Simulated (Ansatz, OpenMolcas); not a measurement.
# SnH3OF (SMILES [OH][SnH2][F]): the energy, rung by rung

The species is SnH3OF (6 atoms), meant as a singlet with charge 0. As SMILES, `[OH][SnH2][F]`. The shape is that of a PBE0-D4/def2-TZVP optimisation. This is one conformer, not always the lowest.

```xyz
6

O    -1.4144   -0.3330   -0.4250
Sn    0.3023    0.2559    0.2837
F     1.4091   -1.3151    0.3021
H    -1.3686   -0.6857   -1.3167
H     1.0961    1.3171   -0.7821
H     0.0175    0.6967    1.8919
```

Quantity: the energy change with the Sn2–H6 bond stretched from 1.692 to 3.045 Å, in eV. The values are calculated.

```
                                           level                    kind     program  value (eV)  CPU time (all runs)
      HF/def2-SVPD (core potential) (restricted)            Hartree–Fock      Ansatz        3.89                8.2 s
   M06-L/def2-SVPD (core potential) (restricted)                meta-GGA  OpenMolcas        3.07              1.9 min
 r2SCAN0/def2-SVPD (core potential) (restricted)         hybrid meta-GGA      Ansatz        3.41                 34 s
 wB97M-V/def2-SVPD (core potential) (restricted)  range-separated hybrid      Ansatz        3.49              2.4 min
   wB97X/def2-SVPD (core potential) (restricted)  range-separated hybrid      Ansatz        3.55                 60 s
 RPA@PBE/def2-SVPD (core potential) (restricted)                     RPA      Ansatz        2.93                 35 s
RPA@PBE0/def2-SVPD (core potential) (restricted)                     RPA      Ansatz        3.17                 40 s
    CCSD/def2-SVPD (core potential) (restricted)   coupled cluster or CI      Ansatz        2.98                 75 s
```

The first shape isn't each level's own minimum. The values span 2.93 to 3.89 eV. In the correlated wave-function rows the outer d shell of Sn is correlated, in sets not made for it. Times are those of the runs behind each value, whatever else they computed, on shared processors of several kinds: orders of magnitude only.
